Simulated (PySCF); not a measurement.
Species: C₄H₁₂N₂Si₃.
SMILES with atom numbers: `[SiH3:1][N:2]([SiH3:3])[c:4]1[cH:5][cH:6][n:7]([SiH3:8])[cH:9]1` (hydrogens: H10, H11, H12 on Si1; H13, H14, H15 on Si3; H16 on C5; H17 on C6; H18, H19, H20 on Si8; H21 on C9)

Geometry (PBE0-D3(BJ)/def2-SVP, Å), atoms numbered from 1 in this order:
```xyz
21
C4H12N2Si3 angstrom
Si    -2.664    0.152    1.257
N     -2.119   -0.350   -0.335
Si    -3.205   -0.686   -1.675
C     -0.734   -0.490   -0.542
C     -0.101   -1.220   -1.599
C      1.256   -1.097   -1.422
N      1.500   -0.329   -0.308
Si     3.085   -0.003    0.407
C      0.281    0.046    0.231
H     -2.241    1.554    1.572
H     -2.080   -0.742    2.301
H     -4.152    0.080    1.272
H     -2.807    0.098   -2.883
H     -4.576   -0.300   -1.238
H     -3.202   -2.135   -2.049
H     -0.590   -1.776   -2.397
H      2.074   -1.504   -2.013
H      3.125    1.425    0.829
H      3.330   -0.872    1.594
H      4.087   -0.286   -0.656
H      0.230    0.685    1.110
```

Theory: TDDFT wB97X-D/def2-SVPD, vertical, gas phase, core orbitals frozen in the response (PySCF).

Kohn–Sham orbitals with the atoms that hold most of them (Löwdin shares over 4%, at most four atoms; ? is withheld):

```
orbital  ε (eV)                               atoms
 LUMO+2    2.07   Si3 13%, Si1 10%, Si8 10%, C6 10%
 LUMO+1    1.92    Si1 16%, Si8 15%, Si3 14%, C9 5%
   LUMO       ?                                   ?
   HOMO   -7.56                                   ?
 HOMO-1   -8.56       C5 32%, C6 19%, N7 16%, C9 9%
 HOMO-2  -10.30     N2 21%, C4 12%, Si3 10%, Si1 9%
 HOMO-3  -11.19  Si3 21%, Si1 19%, H14 13%, H12 11%
```

Q: Which atoms hold the LUMO, and with what shares?

A: Si8 (bonded to N and 3 H) 29%; H18 (bonded to Si) 8%; Si1 (bonded to N and 3 H) 7%; H19 (bonded to Si) 7%. By element: silicon 36% or more, hydrogen 15% or more.

Q: Give the leading atoms of the HOMO.

A: C9 (bonded to C, N and H) 23%; N2 (bonded to C and 2 Si) 22%; C4 (bonded to 2 C and N) 16%; C6 (bonded to C, N and H) 11%. By element: carbon 51% or more, nitrogen 22% or more.

Q: What is the LUMO energy, and the HOMO–LUMO gap?

A: ε(LUMO) = 1.74 eV; the gap is 9.31 eV (0.3420 hartree).

Q: How does S1 compare with the orbital gap of 9.31 eV?

A: S1 is at 5.45 eV (f = 0.043), 3.85 eV below the gap, made of HOMO→LUMO+1 (44%), HOMO→LUMO (39%). Its leading pair isn't HOMO and LUMO; the energies of that pair differ by 9.48 eV. 

Next come S2 at 5.54 eV (f 0.018), HOMO→LUMO+2 (31%), HOMO→LUMO+1 (30%), HOMO→LUMO (29%); S3 at 5.68 eV (f 0.046), HOMO→LUMO+2 (56%), HOMO→LUMO (23%), HOMO→LUMO+1 (8%); S4 at 6.10 eV (f 0.024), HOMO→LUMO+6 (24%), HOMO→LUMO+5 (21%), HOMO-1→LUMO+2 (10%); S5 at 6.19 eV (f 0.0091), HOMO→LUMO+3 (32%), HOMO→LUMO+4 (17%), HOMO→LUMO+5 (9%).
